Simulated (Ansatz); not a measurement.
Ansatz (a first-principles code) input (CCSD(T)/6-31G):

Ansatz 0.2 input:
```yaml
crystal:
  periodic: [false, false, false]
  atoms:
    - {symbol: Ti, position_ang: [0.09302987, 0.06605269, 0.12339503]}
    - {symbol: O, position_ang: [1.12833587, 0.14712861, -1.24415448]}
    - {symbol: O, position_ang: [-1.38416803, -0.32877350, 0.90481816]}
basis:
  gaussian:
    orbitals: 6-31G
magnetization: {spin_polarized: true, initial_magnetization: 2}
correlation: {method: ccsd_t, electrons: outside_noble_gas}
```

Output:

```
Functional definition: HF
integrals: 0.03 GiB planned
554 factors; integrals over basis functions are off by at most 3.6e-4 eV
mean field: 0.14 GiB planned
mean field evaluation 1: about -27141.8661 eV, gradient 4.7e1 eV
mean field evaluation 2: about -27141.9877 eV, gradient 4.7e1 eV
mean field evaluation 4: about -27154.3186 eV, gradient 1.1e1 eV
mean field evaluation 8: about -27155.5502 eV, gradient 8.8e-1 eV
mean field evaluation 16: about -27155.5990 eV, gradient 2.3e-1 eV
mean field evaluation 32: about -27156.7465 eV, gradient 8.8e-2 eV
mean field evaluation 64: about -27156.7466 eV, gradient 2.4e-1 eV
mean field evaluation 96: about -27155.3087 eV, gradient 1.2e0 eV
mean field evaluation 128: about -27155.6057 eV, gradient 1.1e-3 eV
mean field evaluation 160: about -27156.7465 eV, gradient 2.8e-6 eV
mean field evaluation 192: about -27145.8072 eV, gradient 3.1e1 eV
mean field evaluation 224: about -27156.7467 eV, gradient 4.1e-3 eV
mean field evaluation 256: about -27156.7466 eV, gradient 5.8e-2 eV
mean field evaluation 288: about -27156.6138 eV, gradient 5.8e-1 eV
mean field evaluation 320: about -27156.7465 eV, gradient 1.8e-6 eV
mean field evaluation 352: about -27149.8461 eV, gradient 2.2e1 eV
mean field evaluation 384: about -27153.5232 eV, gradient 5.7e0 eV
mean field evaluation 416: about -27156.7465 eV, gradient 3.0e-3 eV
mean field evaluation 448: about -27156.4389 eV, gradient 2.2e-1 eV
mean field evaluation 480: about -27156.4433 eV, gradient 6.0e-2 eV
mean field evaluation 512: about -27155.2316 eV, gradient 9.8e-2 eV
mean field evaluation 544: about -27155.2304 eV, gradient 1.0e-1 eV
mean field evaluation 576: about -27155.4558 eV, gradient 2.0e0 eV
mean field evaluation 608: about -27154.6439 eV, gradient 1.0e0 eV
mean field evaluation 640: about -27154.2838 eV, gradient 1.5e0 eV
mean field evaluation 672: about -27154.3993 eV, gradient 4.2e-1 eV
mean field evaluation 704: about -27155.6055 eV, gradient 3.4e-2 eV
mean field evaluation 736: about -27154.3777 eV, gradient 1.3e0 eV
mean field evaluation 768: about -27154.4405 eV, gradient 1.3e0 eV
mean field evaluation 800: about -27150.6496 eV, gradient 5.3e0 eV
mean field evaluation 832: about -27155.2275 eV, gradient 4.6e-3 eV
mean field evaluation 864: about -27153.9500 eV, gradient 1.8e-1 eV
mean field evaluation 896: about -27153.9514 eV, gradient 8.1e-2 eV
mean field evaluation 928: about -27153.8220 eV, gradient 7.3e0 eV
mean field evaluation 960: about -27156.3343 eV, gradient 3.1e-2 eV
mean field evaluation 992: about -27150.9786 eV, gradient 6.0e0 eV
mean field evaluation 1024: about -27152.7806 eV, gradient 5.0e-3 eV
mean field evaluation 1056: about -27155.0687 eV, gradient 7.9e-1 eV
mean field evaluation 1088: about -27155.0979 eV, gradient 1.4e-2 eV
mean field evaluation 1120: about -27155.0917 eV, gradient 1.1e-2 eV
mean field evaluation 1152: about -27152.8779 eV, gradient 1.3e1 eV
mean field evaluation 1184: about -27153.8197 eV, gradient 5.6e-4 eV
mean field evaluation 1216: about -27154.4486 eV, gradient 2.8e-1 eV
mean field evaluation 1248: about -27154.5341 eV, gradient 2.4e0 eV
mean field evaluation 1280: about -27154.6308 eV, gradient 1.8e-1 eV
mean field evaluation 1312: about -27153.4298 eV, gradient 9.8e-5 eV
mean field evaluation 1344: about -27154.3996 eV, gradient 2.4e0 eV
mean field evaluation 1376: about -27149.0132 eV, gradient 1.7e1 eV
mean field evaluation 1408: about -27154.6872 eV, gradient 8.7e-2 eV
mean field evaluation 1440: about -27154.7013 eV, gradient 7.2e-1 eV
mean field evaluation 1472: about -27145.8052 eV, gradient 3.1e1 eV
mean field evaluation 1504: about -27148.7611 eV, gradient 1.4e1 eV
mean field evaluation 1536: about -27156.3574 eV, gradient 2.6e-4 eV
mean field evaluation 1568: about -27153.4298 eV, gradient 9.2e-5 eV
mean field -27156.74673376 eV, -997.9920349618 hartree, gradient 2.0e-10 eV, S^2 2.390019; 33 other end points of the search recorded, 0 dependent functions left out
determinant -27156.74673376 eV, -997.9920349618 hartree, with singles and doubles -27165.68400071 eV, -998.3204734641 hartree
determinant -27156.74653401 eV, -997.9920276208 hartree, with singles and doubles -27165.68514888 eV, -998.3205156587 hartree
determinant -27156.63730880 eV, -997.9880136684 hartree, with singles and doubles -27165.26332113 eV, -998.3050137747 hartree
determinant -27156.62003836 eV, -997.9873789916 hartree, with singles and doubles -27165.42444491 eV, -998.3109349645 hartree
determinant -27156.44830131 eV, -997.9810677712 hartree, with singles and doubles -27165.11105851 eV, -998.2994182267 hartree
determinant -27156.35740827 eV, -997.9777275137 hartree, with singles and doubles -27164.81822439 eV, -998.2886567712 hartree
determinant -27156.33438576 eV, -997.9768814520 hartree, with singles and doubles -27164.80606283 eV, -998.2882098421 hartree
determinant -27156.26819658 eV, -997.9744490448 hartree, with singles and doubles -27164.71670850 eV, -998.2849261311 hartree
determinant -27156.25958814 eV, -997.9741326902 hartree, with singles and doubles -27164.70059185 eV, -998.2843338552 hartree
determinant -27155.60565641 eV, -997.9501011423 hartree, with singles and doubles -27165.11287706 eV, -998.2994850571 hartree
determinant -27155.23040566 eV, -997.9363109316 hartree, with singles and doubles -27164.67420780 eV, -998.2833642590 hartree
determinant -27155.22754853 eV, -997.9362059341 hartree, with singles and doubles -27161.92890503 eV, -998.1824762431 hartree
determinant -27155.09795230 eV, -997.9314433606 hartree, with singles and doubles -27161.54243864 eV, -998.1682738653 hartree
determinant -27155.09432598 eV, -997.9313100959 hartree, with singles and doubles -27161.55186826 eV, -998.1686203974 hartree
determinant -27155.09171528 eV, -997.9312141542 hartree, with singles and doubles -27161.53146473 eV, -998.1678705817 hartree
determinant -27155.07684740 eV, -997.9306677697 hartree, with singles and doubles -27161.52402954 eV, -998.1675973435 hartree
determinant -27154.45662423 eV, -997.9078749886 hartree, with singles and doubles -27160.31776027 eV, -998.1232677652 hartree
determinant -27154.38331103 eV, -997.9051807781 hartree, with singles and doubles -27160.47128402 eV, -998.1289096590 hartree
determinant -27154.32447850 eV, -997.9030187225 hartree, with singles and doubles -27160.42112884 eV, -998.1270664901 hartree
determinant -27153.81971558 eV, -997.8844690274 hartree, with singles and doubles -27160.14433470 eV, -998.1168944930 hartree
determinant -27153.78343401 eV, -997.8831357043 hartree, with singles and doubles -27160.70601173 eV, -998.1375357433 hartree
determinant -27153.42983159 eV, -997.8701410552 hartree, with singles and doubles -27159.60174341 eV, -998.0969546312 hartree
determinant -27156.74673376 eV, -997.9920349618 hartree, with singles and doubles -27165.72243165 eV, -998.3218857753 hartree
determinant -27156.74653401 eV, -997.9920276208 hartree, with singles and doubles -27165.72433113 eV, -998.3219555796 hartree
determinant -27156.63730880 eV, -997.9880136684 hartree, with singles and doubles -27165.38696813 eV, -998.3095577183 hartree
determinant -27156.62003836 eV, -997.9873789916 hartree, with singles and doubles -27165.52226853 eV, -998.3145299161 hartree
11 core orbitals not correlated
reference -27156.63730880 eV, -997.9880136684 hartree; 9, 7 occupied and 27, 29 virtual orbitals, 554 factors
second order -8.90352988 eV of doubles, -0.00000000 eV of singles
coupled cluster: 0.10 GiB planned
cycle   1  -8.74964588 eV  change    1.3e-5 eV  update   1.5e-5
cycle   2  -8.74967053 eV  change   -2.5e-5 eV  update   7.7e-6
cycle   3  -8.74965811 eV  change    1.2e-5 eV  update   5.0e-6
perturbative correction -0.80658991 eV, -0.0296416323 hartree
Total energy: -27166.19355682 eV, -998.3391993056 hartree
```

The spin state was set by rule; other spins were not relaxed.
